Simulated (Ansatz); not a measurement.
System: CsAg, net charge 0, singlet state. 
Structure (B3LYP-D3(BJ)/def2-TZVP (Ansatz, a quantum-chemistry and plane-wave program) minimum search):
```xyz
2

Cs     0.0000     0.0000    -1.5330
Ag     0.0000     0.0000     1.7939
```

Dipole moments at this geometry, in debye (magnitudes).

| level | program | dipole (D) |
|---|---|---|
| SVWN5/def2-TZVPD | Ansatz | 8.87 |
| PBE/def2-TZVPD | Ansatz | 8.63 |
| B97M-V/def2-TZVPD | Ansatz | 8.88 |
| B3LYP/def2-TZVPD | Ansatz | 8.92 |
| BHLYP/def2-TZVPD | Ansatz | … |
| r2SCANh/def2-TZVPD | Ansatz | 9.73 |
| CAM-B3LYP/def2-TZVPD | Ansatz | 9.47 |
| wB97M-V/def2-TZVPD | Ansatz | 9.33 |
| CCSD(T)/def2-SVPD | Ansatz | … |

Fill in the missing entries.


- BHLYP/def2-TZVPD, dipole (D): 9.07
- CCSD(T)/def2-SVPD, dipole (D): 10.82
